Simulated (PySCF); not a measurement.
C₃H₁₀OSi, charge -1, doublet, at a GFN2-xTB geometry (a state made from the parent by changing its charge; the spin is typed, not shown lowest) (in this run its highest filled SCF level lies above zero, so its values depend strongly on the basis, on diffuse functions most of all). Base run: M062X/3-21G (PySCF).

The PySCF input:
```python
from pyscf import gto, scf, dft

mol = gto.M(
    atom='''
C     0.25810500    1.61005659   -1.27897079
Si   -0.12363230   -0.09155022   -0.29900619
C    -0.73203227   -1.88819897    0.47322274
C     1.69252362   -0.29976757    0.36371436
O    -1.09534832    0.79712445    0.79603221
H     0.96028164    1.45565335   -2.09936028
H     0.69243198    2.35867756   -0.61303408
H    -0.64626722    2.04413102   -1.70290150
H    -0.51617590   -1.96135055    1.54630561
H    -0.23942836   -2.73445673   -0.00574898
H    -1.80812858   -2.03778082    0.35411092
H     2.42167298    0.09159140   -0.34512197
H     1.84613086    0.23840435    1.30320670
H     1.95014350   -1.34242788    0.54781154
H    -1.47860015    0.25972567    1.48476329
''',
    basis='3-21g',
    charge=-1,
    spin=1,
    verbose=3,
)

mf = dft.UKS(mol)
mf.xc = 'm062x'
mf.kernel()
mf.analyze()
```

Each row names what was changed in the base input (with any setting that the change needs).

| change | E (Eh) | HOMO (eV) | <S^2> | core-seconds (rough) | outcome |
|---|---|---|---|---|---|
| base | -482.30317 | 1.73 | 0.752 | 30 | converged |
| functional = b3lyp5 | -482.26647 | 2.93 | 0.752 | 10 | converged |
| functional = lda,vwn | -479.58286 | 3.75 | 0.751 | 10 | converged |
| functional = wb97m_v | - | - | - | - | cut at the time limit |
| functional = blyp; dispersion = d3bjm | -482.33870 | 3.86 | 0.751 | 10 | converged |
| functional = pw91,pw91 | -482.32000 | 3.60 | 0.751 | 20 | converged |
| functional = r2scan | -482.27934 | 3.31 | 0.752 | 20 | converged |
| functional = b3lyp; dispersion = d3bjm | -482.48054 | 2.84 | 0.752 | 20 | converged |
| functional = m06 | -482.33983 | 2.81 | 0.752 | 30 | converged |
| functional = m06l | -482.41931 | 3.44 | 0.752 | 20 | converged |
| functional = lc_wpbe | -482.21695 | 0.11 | 0.753 | 40 | converged |
| functional = mn12l | -482.05246 | 3.67 | 0.753 | 30 | converged |
| functional = tpss | -482.49002 | 3.39 | 0.752 | 40 | converged |

Total energies compare only within one method and basis.

Open shells are given as the SCF converged; they aren't shown to be the lowest states, and a large step between rows can be another state.
